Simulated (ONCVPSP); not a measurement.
## Potentials for sulfur (S) compared

Generated with ld1.x 7.5 (TM, RRKJ, ultrasoft, PAW), atompaw 4.2 or ONCVPSP 4.0.1. The cutoff is in Ry: for ld1.x and atompaw files where the sum of valence levels is converged to 10 mRy in a Bessel basis, for ONCV files where the hardest occupied wave has 1 mHa per electron of residual kinetic energy. The error is the largest all-electron minus pseudo excitation energy over each file’s own four to seven test configurations (ionisations up to +4, promotions, holes and added fractions of an electron), all of which were solved. The labels leave out finer settings (local radius, basis sizes, second energies), which also bear on the numbers. Spin-polarised tests are not counted. The rows are a selection from randomly drawn settings: files with unsolved tests, undetermined cutoffs or missed reference levels are left out.

A true bound ghost makes a file unfit for plane-wave use even where its test errors are small: the radial tests pick states by their node count and pass the ghost by.

```tsv
potential	cutoff (Ry)	largest error (meV)	bound ghosts
ONCV, PBE, scalar-relativistic, rc 0.95/0.80 (sp), local smoothed, core correction no, reference 2s2 2p6 3s2 3p1, qcut 11.9/13.3, projectors 2/2	572	+17	none
ONCV, PBEsol, scalar-relativistic, rc 1.05/1.55 (sp), local smoothed, core correction yes, reference 3s2 3p4, qcut 7.4/5.2, projectors 1/2	60	-21	none
ONCV, LDA (Perdew-Wang 92), scalar-relativistic, rc 1.05/1.35/1.25 (spd), local smoothed, core correction yes, reference 3s2 3p4, qcut 7/7.2/7.9, projectors 1/1/2	85	+104	none
ONCV, revPBE, non-relativistic, rc 1.30/1.40 (sp), local smoothed, core correction no, reference 3s2 3p2, qcut 4.3/5.1, projectors 3/1	52	+15	s
ONCV, PBE, scalar-relativistic, rc 1.35/1.20 (sp), local p, core correction yes, reference 3s2 3p3, qcut 5.2/5.5, projectors 1/0	256	+94	none
```

Problem. Fill in the row for S: ONCV, PBE, non-relativistic, rc 0.70/0.80 (sp), local smoothed, core correction yes, reference 2s2 2p6 3s2 3p4, qcut 15.5/21.3, projectors 2/2.

Solution. cutoff 304 Ry, largest error +8.1 meV, bound ghosts: none.

Problem. Fill in the row for S: ONCV, LDA (Perdew-Zunger), scalar-relativistic, rc 1.30/1.45/1.35 (spd), local smoothed, core correction yes, reference 3s2 3p4, qcut 5.1/5/6.2, projectors 2/1/2.

Solution. cutoff 78 Ry, largest error +3.9 meV, bound ghosts: none.
